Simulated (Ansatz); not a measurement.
Consider the substitution at a C–N bond: `C[NH][SnH3]` + `[OH][In]([F])[F]` → `C[O][In]([F])[F]` + `[NH2][SnH3]`.

Isolated molecules relaxed with PBE0-D4/def2-TZVP in Ansatz; ΔE leaves out vibrations. CCSD(T)/CBS is the MP2 limit (def2-TZVPP, def2-QZVPP) plus CCSD(T) − MP2 in def2-TZVPP, frozen cores. Functionals use def2-TZVPP. B3LYP here is the variant with VWN-RPA as its local correlation; programs differ in this. HSE06 is defined as in plane-wave codes. Elements past krypton have def2 core potentials. For In, Sn outer-core shells are correlated without core-valence functions, which leaves a few kJ/mol of doubt a bond. One conformer a species, not always the lowest.

| level | ΔE (kJ/mol) | difference from CCSD(T)/CBS |
| --- | --- | --- |
| LDA (SPW92) | 21.2 | 0.3 |
| PBE-D4 | 18.2 | -2.7 |
| revPBE-D4 | 20.1 | -0.8 |
| BLYP-D4 | 14.8 | -6.1 |
| r2SCAN-D4 | 16.4 | -4.5 |
| B97M-V | 15.1 | -5.8 |
| PBE0-D4 | 20.0 | -0.9 |
| B3LYP-D4 | 16.2 | -4.7 |
| r2SCANh-D4 | 17.3 | -3.6 |
| HSE06-D4 | 19.8 | -1.1 |
| BHLYP-D4 | 16.6 | -4.3 |
| CAM-B3LYP-D4 | 16.8 | -4.1 |
| ωB97X-V | 17.9 | -3.0 |
| ωB97M-V | 19.1 | -1.8 |
| B2PLYP | 16.6 | -4.3 |
| PBE | 16.7 | -4.2 |
| revPBE | 15.0 | -5.9 |
| BLYP | 11.4 | -9.5 |
| r2SCAN | 16.0 | -4.9 |
| PBE0 | 18.7 | -2.2 |
| B3LYP | 13.8 | -7.1 |
| r2SCANh | 16.9 | -4.0 |
| r2SCAN0 | 18.2 | -2.7 |
| HSE06 | 18.7 | -2.2 |
| BHLYP | 15.1 | -5.8 |
| LC-ωPBE | 19.7 | -1.2 |
| RPA@PBE/def2-TZVPP | 17.2 | -3.7 |
| HF/def2-SVP | 9.6 | -11.3 |
| MP2/def2-SVP | 20.5 | -0.4 |
| CCSD/def2-SVP | 16.7 | -4.2 |
| CCSD(T)/def2-SVP | 16.8 | -4.1 |
| MP2/def2-TZVPP | 23.3 | 2.4 |
| SCS-MP2/def2-TZVPP | 20.0 | -0.9 |
| CCSD(T)/def2-TZVPP | 19.2 | -1.7 |
| HF/def2-QZVPP | 12.0 | -8.9 |
| MP2/def2-QZVPP | 24.3 | 3.4 |
| SCS-MP2/def2-QZVPP | 21.1 | 0.2 |
| HF/CBS(def2) | 12.0 | -8.9 |
| MP2/CBS(def2) | 25.0 | 4.1 |
| CCSD/CBS(def2) | 20.6 | -0.3 |
| CCSD(T)/CBS | 20.9 | 0 |

Largest T1 diagnostic among the species: 0.018.

Leaving LDA and LC-ωPBE aside and taking each functional with its dispersion term where it has one, the values, not all of them listed here, spread over 6.3 kJ/mol, from BLYP-D4 to PBE-QIDH. LDA lies +4.5 kJ/mol from PBE without D4. At CCSD(T), def2-SVP lies −4.1 kJ/mol from the extrapolated value and def2-TZVPP −1.7 kJ/mol.
